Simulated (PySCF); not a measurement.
## Correlation energy of Bi⁺ (bismuth, charge +1)

[Xe] 4f14 5d10 6s1 6p2 6d1, one real determinant (an excited configuration). All numbers are calculated (PySCF 2.14, a scalar-relativistic core potential, in aug-cc-pVTZ-PP with ECP60MDF (6s5p4d2f, 55 functions)). Frozen: 5s2 5p6 5d10; 4 electrons correlated.

```
  level  correlation energy (mhartree)
   CCSD                         -27.06
    (T)                          -2.56
CCSD(T)                         -29.62
```

Diagnostics: T1 = 0.025, D1 = 0.0668, largest double amplitude 0.368.

Is a single reference adequate?

Not fully. The real determinant used has ⟨L²⟩ near 8 against 12 for a pure F term, so it mixes terms. Spin-orbit coupling is strong in this species (close to jj coupling), so the high-spin LS determinant is a model state, not a physical level. The outer electron is Rydberg-like, and this basis confines it to a smaller radius and binds it less than a complete one would. A double-excitation amplitude exceeds 0.15, a sign of near-degeneracy.

The reference is one real determinant that mixes LS terms of this configuration.

Spin-orbit coupling is strong in this species, so the high-spin LS determinant is a model state.
